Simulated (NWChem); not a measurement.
System: GeH₄O; SMILES [OH][GeH3]

Results from NWChem. Medium grid unless said otherwise, to which SCAN and Minnesota functionals are sensitive. Structure relaxed at the PBE0/def2-SVP level. B3LYP is NWChem's, with the RPA form of VWN correlation. Total energies of different functionals are on different scales.

| level | energy (Ha) | highest occupied level (eV) | orbital gap (eV) | dipole (D) |
|---|---|---|---|---|
| B3LYP/def2-SVP | -2154.3605 | -7.94 | 8.13 | 1.47 |
| PBE/def2-SVP | -2153.9051 | -6.55 | 6.12 | 1.37 |
| r2SCAN/def2-SVP | -2154.2661 | -6.98 | 6.98 | 1.45 |
| PBE0/def2-SVP | -2153.9655 | -8.24 | 8.70 | 1.49 |
| HCTH/407/def2-SVP | -2155.4313 | -6.76 | 6.21 | 1.40 |
| TPSS/def2-SVP | -2154.3007 | -6.74 | 6.49 | 1.38 |
| BHandHLYP/def2-SVP | -2154.2506 | -9.77 | 11.09 | 1.60 |
| N12/def2-SVP | -2155.3739 | -6.46 | 6.23 | 1.44 |
